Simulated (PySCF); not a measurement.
PySCF input (M06-2X/6-31G* (5d)):

```python
from pyscf import gto, dft

mol = gto.M(
    atom='''
    Si    2.24447700   -0.20178400    0.48718400
    Si   -0.01344100    0.00248600   -0.00009900
    Cl   -0.52484900   -0.83749200   -1.80852300
    Cl   -1.12153700   -0.92371800    1.46046100
    Cl   -0.52869400    1.98993100   -0.05989300
    H     2.65498900   -1.62134400    0.61046900
    H     3.08685700    0.52326600   -0.49440600
    ''',
    basis='6-31g*',
    charge=0,
    spin=1,
    verbose=4,
)

mf = dft.UKS(mol, xc='m062x')
mf.grids.level = 4
mf.conv_tol = 1e-9
mf.max_cycle = 100
mf.max_memory = 1500
mf.kernel()
if not mf.converged:
    mf = mf.newton()
    mf.kernel(mf.make_rdm1())
mo, _, stable, _ = mf.stability(return_status=True)
if not stable:
    mf.kernel(mf.make_rdm1(mo, mf.mo_occ))
    stable = mf.stability(return_status=True)[2]
mf.dip_moment()
```

Output:

```
PySCF version 2.14.0

[INPUT] verbose = 4
[INPUT] num. atoms = 7
[INPUT] num. electrons = 81
[INPUT] charge = 0
[INPUT] spin (= nelec alpha-beta = 2S) = 1
[INPUT] symmetry False subgroup None
[INPUT] Mole.unit = angstrom
[INPUT] Symbol           X                Y                Z      unit          X                Y                Z       unit  Magmom
[INPUT]  1 Si     2.244477000000  -0.201784000000   0.487184000000 AA    4.241446822885  -0.381316496319   0.920644332270 Bohr   0.0
[INPUT]  2 Si    -0.013441000000   0.002486000000  -0.000099000000 AA   -0.025399808840   0.004697859146  -0.000187082886 Bohr   0.0
[INPUT]  3 Cl    -0.524849000000  -0.837492000000  -1.808523000000 AA   -0.991820866752  -1.582630511514  -3.417613159977 Bohr   0.0
[INPUT]  4 Cl    -1.121537000000  -0.923718000000   1.460461000000 AA   -2.119397768566  -1.745574036331   2.759871305608 Bohr   0.0
[INPUT]  5 Cl    -0.528694000000   1.989931000000  -0.059893000000 AA   -0.999086863701   3.760424596782  -0.113181366779 Bohr   0.0
[INPUT]  6 H      2.654989000000  -1.621344000000   0.610469000000 AA    5.017202073733  -3.063896113707   1.153619217537 Bohr   0.0
[INPUT]  7 H      3.086857000000   0.523266000000  -0.494406000000 AA    5.833314315697   0.988829430297  -0.934291934342 Bohr   0.0

nuclear repulsion = 498.799243188259
number of shells = 44
number of NR pGTOs = 263
number of NR cGTOs = 94
basis = 6-31g*
ecp = {}

******** <class 'pyscf.dft.uks.UKS'> ********
method = UKS
initial guess = minao
damping factor = 0
level_shift factor = 0
DIIS = <class 'pyscf.scf.diis.CDIIS'>
diis_start_cycle = 1
diis_space = 8
diis_damp = 0
SCF conv_tol = 1e-09
SCF conv_tol_grad = None
SCF max_cycles = 100
direct_scf = True
direct_scf_tol = 1e-13
number electrons alpha = 41  beta = 40
XC library pyscf.dft.libxc version 7.1.2
    S. Lehtola, C. Steigemann, M. J. T. Oliveira, and M. A. L. Marques,  SoftwareX 7, 1–5 (2018)
XC functionals = m062x
    Y. Zhao and D. G. Truhlar,  Theor. Chem. Acc. 120, 215 (2008)
    Y. Zhao and D. G. Truhlar,  Theor. Chem. Acc. 120, 215 (2008)
radial grids:
    Treutler-Ahlrichs [JCP 102, 346 (1995); DOI:10.1063/1.469408] (M4) radial grids

becke partition: Becke, JCP 88, 2547 (1988); DOI:10.1063/1.454033
pruning grids: <function nwchem_prune>
grids dens level: 4
symmetrized grids: False
atomic radii adjust function: <function treutler_atomic_radii_adjust>
small_rho_cutoff = 0
Set gradient conv threshold to 3.16228e-05
tot grids = 175328
init E= -1961.1047307676
  alpha nocc = 41  HOMO = -0.171533037158654  LUMO = -0.025328471332694
  beta  nocc = 40  HOMO = -0.317528817414632  LUMO = -0.171533037158655

WARN: HOMO -0.171533037158654 >= LUMO -0.171533037158655

cycle= 1 E= -1960.6135620383  delta_E= 0.491  |g|= 0.317  |ddm|= 1.85
  alpha nocc = 41  HOMO = -0.324558282398796  LUMO = -0.0347640886673806
  beta  nocc = 40  HOMO = -0.370323202212685  LUMO = -0.156762301688192
  HOMO = -0.324558282399  LUMO = -0.156762301688  gap/eV = 4.56596
cycle= 2 E= -1960.62032377207  delta_E= -0.00676  |g|= 0.329  |ddm|= 0.926
  alpha nocc = 41  HOMO = -0.286932154228846  LUMO = 0.0110951381632301
  beta  nocc = 40  HOMO = -0.362525895803036  LUMO = -0.115315472396849
  HOMO = -0.286932154229  LUMO = -0.115315472397  gap/eV = 4.66993
cycle= 3 E= -1960.68735078166  delta_E= -0.067  |g|= 0.0204  |ddm|= 0.457
  alpha nocc = 41  HOMO = -0.283823621005569  LUMO = 0.0113795144501267
  beta  nocc = 40  HOMO = -0.364400273017469  LUMO = -0.10816107244218
  HOMO = -0.283823621006  LUMO = -0.108161072442  gap/eV = 4.78002
cycle= 4 E= -1960.68785310674  delta_E= -0.000502  |g|= 0.00904  |ddm|= 0.0566
  alpha nocc = 41  HOMO = -0.286455466884513  LUMO = 0.0126904284427414
  beta  nocc = 40  HOMO = -0.363798207362628  LUMO = -0.110343368709906
  HOMO = -0.286455466885  LUMO = -0.11034336871  gap/eV = 4.79225
cycle= 5 E= -1960.68795310546  delta_E= -0.0001  |g|= 0.00242  |ddm|= 0.0251
  alpha nocc = 41  HOMO = -0.287008967164859  LUMO = 0.0123024629557995
  beta  nocc = 40  HOMO = -0.364212851257752  LUMO = -0.111447919650858
  HOMO = -0.287008967165  LUMO = -0.111447919651  gap/eV = 4.77726
cycle= 6 E= -1960.68796437095  delta_E= -1.13e-05  |g|= 0.00079  |ddm|= 0.00885
  alpha nocc = 41  HOMO = -0.286995386583539  LUMO = 0.0122726278316374
  beta  nocc = 40  HOMO = -0.364186903868288  LUMO = -0.111646349000415
  HOMO = -0.286995386584  LUMO = -0.111646349  gap/eV = 4.77149
cycle= 7 E= -1960.6879658572  delta_E= -1.49e-06  |g|= 0.000268  |ddm|= 0.00347
  alpha nocc = 41  HOMO = -0.287019625808332  LUMO = 0.012294891528279
  beta  nocc = 40  HOMO = -0.3641610058743  LUMO = -0.111667682997639
  HOMO = -0.287019625808  LUMO = -0.111667682998  gap/eV = 4.77157
cycle= 8 E= -1960.68796601671  delta_E= -1.6e-07  |g|= 7.76e-05  |ddm|= 0.00113
  alpha nocc = 41  HOMO = -0.287030880329213  LUMO = 0.0122907865344137
  beta  nocc = 40  HOMO = -0.364163081707123  LUMO = -0.111673171340986
  HOMO = -0.287030880329  LUMO = -0.111673171341  gap/eV = 4.77173
cycle= 9 E= -1960.68796602922  delta_E= -1.25e-08  |g|= 3.38e-05  |ddm|= 0.000297
  alpha nocc = 41  HOMO = -0.287029851734976  LUMO = 0.0122896750979731
  beta  nocc = 40  HOMO = -0.364161759112819  LUMO = -0.111675739206697
  HOMO = -0.287029851735  LUMO = -0.111675739207  gap/eV = 4.77163
cycle= 10 E= -1960.68796603105  delta_E= -1.83e-09  |g|= 1.26e-05  |ddm|= 0.000108
  alpha nocc = 41  HOMO = -0.287029312495062  LUMO = 0.0122902868273784
  beta  nocc = 40  HOMO = -0.364161094575528  LUMO = -0.111676506315011
  HOMO = -0.287029312495  LUMO = -0.111676506315  gap/eV = 4.77159
cycle= 11 E= -1960.68796603135  delta_E= -2.94e-10  |g|= 3.38e-06  |ddm|= 4.43e-05
  alpha nocc = 41  HOMO = -0.287029535142013  LUMO = 0.0122906343805438
  beta  nocc = 40  HOMO = -0.364160878018247  LUMO = -0.111676454594498
  HOMO = -0.287029535142  LUMO = -0.111676454594  gap/eV = 4.77160
Extra cycle  E= -1960.68796603138  delta_E= -2.73e-11  |g|= 2.15e-06  |ddm|= 1.01e-05
converged SCF energy = -1960.68796603138  <S^2> = 0.75347513  2S+1 = 2.0034721
uhf_internal: lowest eigs of H = [0.28060974 0.356854   0.37180602]
<class 'pyscf.dft.uks.UKS'> wavefunction is stable in the internal stability analysis
Dipole moment(X, Y, Z, Debye):  2.21575, -0.19811,  0.48486
```

The geometry given is a B3LYP-D3(BJ)/def2-TZVP minimum.
